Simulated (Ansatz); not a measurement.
`BCC(C)C` + `O[SiH2]F` → `BC[SiH](O)F` + `CCC`  (formal exchange of groups at a C–C bond)

Calculated with Ansatz (gas phase, PBE0-D4/def2-TZVP geometries, no zero-point term in ΔE). CBS: MP2 limit from def2 TZ/QZ plus the TZ coupled-cluster correction, frozen cores. DFT in def2-TZVPP. B3LYP here is the variant with VWN-RPA as its local correlation; programs differ in this. HSE06 is defined as in plane-wave codes. One conformer a species, not always the lowest.

```tsv
level	ΔE (kJ/mol)	difference from CCSD(T)/CBS
LDA (SPW92)	-66.3	-1.8
PBE-D4	-71.3	-6.8
r2SCAN-D4	-72.9	-8.4
B3LYP-D4	-69.0	-4.5
BHLYP-D4	-68.2	-3.7
CAM-B3LYP-D4	-66.8	-2.3
B2PLYP	-68.3	-3.8
PBE	-72.9	-8.4
r2SCAN	-73.6	-9.1
r2SCANh	-73.2	-8.7
HSE06	-71.9	-7.4
LC-ωPBE	-70.9	-6.4
MP2/def2-SVP	-57.4	7.1
CCSD(T)/def2-SVP	-56.1	8.4
MP2/def2-QZVPP	-63.7	0.8
SCS-MP2/def2-QZVPP	-61.8	2.7
CCSD(T)/CBS	-64.5	0
```

**Question.** What do rigid-rotor, harmonic-oscillator terms from PBE0-D4/def2-TZVP frequencies (298.15 K, 1 bar) make of the CCSD(T)/CBS value? (An estimate is asked.)

**Answer.** Computed: ΔZPE = +5.3 kJ/mol, ΔH = -58.1 kJ/mol, ΔS = 6 J/(mol·K), ΔG = -59.8 kJ/mol.

Largest T1 diagnostic among the species: 0.012.

From BLYP to BHLYP (50 % exact exchange), in def2-TZVPP and without D4, ΔE moves by +3.6 kJ/mol. Leaving LDA and LC-ωPBE aside and taking each functional with its dispersion term where it has one, the values, not all of them listed here, spread over 7.7 kJ/mol, from r2SCAN-D4 to ωB97X-V. LDA lies +6.6 kJ/mol from PBE without D4. At CCSD(T), def2-SVP lies +8.4 kJ/mol from the extrapolated value and def2-TZVPP +0.6 kJ/mol.
